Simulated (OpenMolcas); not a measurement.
## CH3BFNO (SMILES NC1(F)BO1): methods side by side

CH3BFNO: 8 atoms, total charge 0, spin state singlet. As SMILES, `NC1(F)BO1`. The shape is that of a PBE0-D4/def2-TZVP optimisation. This is one conformer, not always the lowest.

Each level gives the HOMO–LUMO gap (eV). The values are calculated.

| level | kind | program | value (eV) | CPU time |
| --- | --- | --- | --- | --- |
| HF/6-31G* (spherical functions) | Hartree–Fock | OpenMolcas | 15.13 | 11 s |
| BLYP/6-31G* (spherical functions) | GGA | OpenMolcas | 4.89 | 33 s |
| PBE/6-31G* (spherical functions) | GGA | OpenMolcas | 4.87 | 35 s |
| revPBE/6-31G* (spherical functions) | GGA | OpenMolcas | 4.93 | 32 s |
| M06-L/6-31G* (spherical functions) | meta-GGA | OpenMolcas | 5.66 | 37 s |
| B3LYP/6-31G* (spherical functions) | global hybrid | OpenMolcas | 7.03 | 30 s |
| M06-2X/6-31G* (spherical functions) | hybrid meta-GGA | OpenMolcas | 10.01 | 35 s |
| PBE0/6-31G* (spherical functions) | global hybrid | OpenMolcas | 7.54 | 29 s |

The values span 4.87 to 15.13 eV. Orbital gaps aren't excitation energies; they tend to grow with the share of exact exchange. CPU times are rough (shared hosts, several kinds of processor and program).
